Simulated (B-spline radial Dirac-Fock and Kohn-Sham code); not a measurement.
These are calculated numbers from a radial atomic solver; the model is Dirac-Fock ΔSCF + Breit + QED. Correlation and solid-state effects are left out.

**Question.** An atom or ion in its tabulated ground configuration has these computed binding energies (the last is its least bound level). Which is it?

```csv
level,binding energy (eV)
K,21170.4
L1,3176.4
L3,2805.9
M1,672.4
M2,574.3
M5,377.4
N3,149.9
```

**Answer.** Tc⁷⁺: Z = 43 with 36 electrons, [Ar] 3d10 4s2 4p6. The hydrogen-like estimate √(E/Ry) = 39.4 for the K level lies 3.6 below Z (screening lowers it, relativity raises it); the outermost level, at 149.9 eV, fixes the charge.

**Question.** Identify the element and charge state from the binding energies below (tabulated ground configuration; the least bound level is included).

```
level  binding energy (eV)
   2s               5842.1
   3s               1339.4
3p1/2               1189.0
3p3/2               1120.8
3d3/2                859.4
3d5/2                845.5
   5s                123.8
```

**Answer.** Cs⁸⁺: Z = 55 with 47 electrons, [Kr] 4d10 5s1.

**Question.** An atom or ion in its tabulated ground configuration has these computed binding energies (the last is its least bound level). Which is it?

| level | binding energy (eV) |
| --- | --- |
| K | 69987.3 |
| L3 | 10668.7 |
| M3 | 2743.4 |
| N1 | 1040.1 |
| N3 | 864.6 |
| N4 | 691.9 |
| N6,7 | 461.8 |

**Answer.** W¹⁸⁺: Z = 74 with 56 electrons, [Kr] 4d10 4f10. The hydrogen-like estimate √(E/Ry) = 71.7 for the K level lies 2.3 below Z (screening lowers it, relativity raises it); the outermost level, at 461.8 eV, fixes the charge.

**Question.** Identify the element and charge state from the binding energies below (tabulated ground configuration; the least bound level is included).

```
level  binding energy (eV)
    K              41068.0
   L1               9258.2
 L2,3               8707.5
```

**Answer.** Ba⁴⁷⁺: Z = 56 with 9 electrons, [He] 2s2 2p5. The hydrogen-like estimate √(E/Ry) = 54.9 for the K level lies 1.1 below Z (screening lowers it, relativity raises it); the outermost level, at 8707.5 eV, fixes the charge.

**Question.** An atom or ion in its tabulated ground configuration has these computed binding energies (the last is its least bound level). Which is it?

```
level  binding energy (eV)
   1s               8726.7
   2s               1403.0
2p1/2               1262.9
   3s                432.6
   3p                386.7
```

**Answer.** Ni¹²⁺: Z = 28 with 16 electrons, [Ne] 3s2 3p4. The hydrogen-like estimate √(E/Ry) = 25.3 for the K level lies 2.7 below Z; the outermost level, at 386.7 eV, fixes the charge.
